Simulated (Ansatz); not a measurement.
Consider the ligand exchange at the Si–C bond: `C[SiH2]C1N=CO1` + `C[NH][AlH2]` → `C[SiH2][N](C)[AlH2]` + `C1=NCO1`.

Isolated molecules relaxed with PBE0-D4/def2-TZVP in Ansatz; ΔE leaves out vibrations. CCSD(T)/CBS adds triple-zeta CCSD(T) − MP2 to the extrapolated MP2 energy (def2 sets, frozen cores). Functionals use def2-TZVPP. One conformer a species, not always the lowest.

`C[SiH2]C1N=CO1`:

Cartesian coordinates in Å:
```
C 0.230 -1.416 -1.543
Si 0.464 -0.887 0.229
C -0.730 0.541 0.603
N -0.409 1.775 -0.117
C -0.140 2.236 1.047
O -0.413 1.211 1.883
H 0.943 -2.198 -1.812
H 0.383 -0.565 -2.210
H -0.777 -1.807 -1.709
H 1.831 -0.365 0.483
H 0.172 -2.000 1.173
H -1.792 0.283 0.576
H 0.238 3.192 1.395
```

`C[NH][AlH2]`:

```xyz
9

C     0.190    1.254    0.150
N    -0.461    0.046   -0.308
Al    0.009   -1.634   -0.025
H    -0.459    1.859    0.794
H     0.521    1.890   -0.680
H     1.077    0.998    0.735
H    -1.285    0.246   -0.856
H    -0.903   -2.765   -0.654
H     1.310   -1.893    0.843
```

`C[SiH2][N](C)[AlH2]`:

Z-matrix (Å, degrees):
```
C
Si 1 1.869
H 1 1.093 2 111.1
H 1 1.094 2 110.2 3 -119.8
H 1 1.093 2 111.5 3 120.8
N 2 1.733 1 113.0 3 -60.1
H 2 1.488 1 110.3 3 59.6
H 2 1.495 1 108.0 3 178.7
Al 6 1.783 2 123.8 1 118.6
C 6 1.462 2 115.8 1 -63.0
H 9 1.586 6 116.3 2 178.0
H 9 1.581 6 119.3 2 -2.3
H 10 1.097 6 111.6 2 -56.0
H 10 1.094 6 111.0 2 -175.7
H 10 1.096 6 112.0 2 64.5
```

`C1=NCO1`:

Cartesian coordinates in Å:
```
C 0.482 0.643 0.655
N -0.006 -0.501 0.948
C -0.379 -0.533 -0.462
O 0.220 0.790 -0.666
H 1.000 1.398 1.237
H -1.452 -0.509 -0.655
H 0.135 -1.289 -1.057
```

```json
{"level": "ωB97M-V", "ΔE (eV)": "-0.59"}
{"level": "B2PLYP", "ΔE (eV)": "-0.58"}
{"level": "PBE0", "ΔE (eV)": "-0.54"}
{"level": "SCS-MP2/def2-TZVPP", "ΔE (eV)": "-0.64"}
{"level": "CCSD(T)/def2-TZVPP", "ΔE (eV)": "-0.62"}
{"level": "MP2/def2-QZVPP", "ΔE (eV)": "-0.63"}
{"level": "SCS-MP2/def2-QZVPP", "ΔE (eV)": "-0.63"}
{"level": "MP2/CBS(def2)", "ΔE (eV)": "-0.62"}
```

Task: What does CCSD(T)/CBS give? (Estimate.)

Result: The calculation gave: -0.61 eV. The listed levels differ from it by 0.02, 0.03, 0.07, -0.03, -0.01, -0.02, -0.02, -0.01 eV.

Largest T1 diagnostic among the species: 0.015.

The D4 term adds −0.05 eV with B3LYP and −0.03 eV with PBE0; it sums over pairs of atoms, weighted by their polarisabilities, and B3LYP, whose exchange is more repulsive, gets the larger term. In def2-TZVPP, CCSD(T) changes the Hartree–Fock value by +0.06 eV (the triples alone add +0.01 eV) and MP2 by +0.04 eV.

B3LYP here is the variant with VWN-RPA as its local correlation; programs differ in this.
